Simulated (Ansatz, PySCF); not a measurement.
Complex: H2S (SMILES S) (first 3 atoms) with H2 (SMILES [H][H]); geometry from B3LYP-D3(BJ)/def2-TZVP.
(charge 0, multiplicity 1):
```tsv
atom	x (Å)	y (Å)	z (Å)
S	0.4991	-0.6680	0.1584
H	-0.8080	-0.9414	0.2976
H	0.2840	0.6572	0.1677
H	0.1559	-0.1741	3.2753
H	-0.0537	0.0274	3.9616
```

| level | interaction energy (kcal/mol) | minus CCSD(T)/CBS(aug-cc-pV(T+d)Z, aug-cc-pV(Q+d)Z) | cost |
|---|---|---|---|
| HF/6-31G* | 0.30 | 0.66 | - |
| HF/aug-cc-pV(T+d)Z | 0.29 | 0.64 | - |
| SVWN5/def2-TZVPPD | -1.12 | -0.76 | ×0.7 |
| BLYP/def2-TZVPPD | 0.25 | 0.61 | ×1 |
| revPBE-D4/def2-TZVPPD | -0.39 | -0.03 | ×0.9 |
| B97M-V/def2-TZVPPD | -0.46 | -0.11 | ×2 |
| B3LYP/6-311+G** (no counterpoise) | -0.01 | 0.35 | - |
| B3LYP/def2-TZVPPD | 0.07 | 0.42 | ×1 |
| B3LYP-D4/def2-TZVPPD | -0.32 | 0.04 | ×1 |
| M06-2X/def2-TZVPPD | -0.27 | 0.09 | - |
| MP2/6-31G* | 0.14 | 0.50 | - |
| MP2/aug-cc-pV(T+d)Z | -0.30 | 0.06 | - |
| CCSD/aug-cc-pV(D+d)Z | -0.12 | 0.23 | - |
| CCSD(T)/CBS(aug-cc-pV(T+d)Z, aug-cc-pV(Q+d)Z) | -0.36 | 0.00 | ×1000* |

 The comparison column counts from a level with limits of its own.

The rows run from -1.12 (SVWN5/def2-TZVPPD) to 0.30 kcal/mol (HF/6-31G*). The dispersion term adds -0.39 in B3LYP-D4. The 5 functionals in def2-TZVPPD without D3 or D4 span 1.37, from SVWN5 to BLYP.

Counterpoise-corrected where a basis set is named; no monomer relaxation. Rows marked so take none.

Frozen-core correlation. CBS(a, b) extrapolates the correlation energy as X⁻³ and adds the Hartree–Fock energy of set b. Rows in 6-311+G**, 6-31G* carry no dispersion term and start afresh at each structure (6-31G* with six Cartesian d functions). MP2/6-31G* freezes PySCF's default core.

Programs: Ansatz (Gaussian orbitals); PySCF for 6-311+G** rows, 6-31G* rows, M06-2X, the dispersion terms. Each number belongs to the level named beside it.

Costs are rough ratios of core time to PBE/def2-TZVPPD (about 2.5 s over the structures, on one shared machine); a dash marks a level with no comparable run of its own. A star marks coupled-cluster runs past 200 virtual orbitals, where the program's memory plan changes under this machine's limit, so their costs aren't comparable with smaller runs.

Ansatz is a quantum-chemistry and plane-wave program.
